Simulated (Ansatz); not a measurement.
Mulliken charges of CH₄BClO, SMILES `OBCCl` from r2SCAN/def2-TZVPP in Ansatz (PBE0-D4/def2-TZVP geometry).

```tsv
atom	x (Å)	y (Å)	z (Å)	charge (e)
O1	-0.618	1.524	-0.432	-0.268
B2	0.085	0.744	0.400	0.125
C3	0.290	-0.796	0.138	-0.032
Cl4	-0.511	-1.351	-1.365	-0.199
H5	-0.962	1.015	-1.182	0.209
H6	0.570	1.247	1.374	-0.011
H7	-0.111	-1.394	0.959	0.088
H8	1.350	-1.045	0.051	0.088
```

Question: By hand: the dipole of these point charges (1 e Å = 4.8032 D).

Answer: Σ q r = (0.170, -0.037, 0.260) e Å, of length 0.313 e Å = 1.50 D.

Question: How does the dipole of the full density compare? (An estimate is asked.)

Answer: The calculation gave: (0.114, -0.160, 0.121) e Å, 1.11 D; the point charges give 1.35 times that, at 38° from its direction.

Point charges leave out the atoms' own dipoles, such as those of lone pairs, and Mulliken's split depends on the basis, so the two needn't agree.
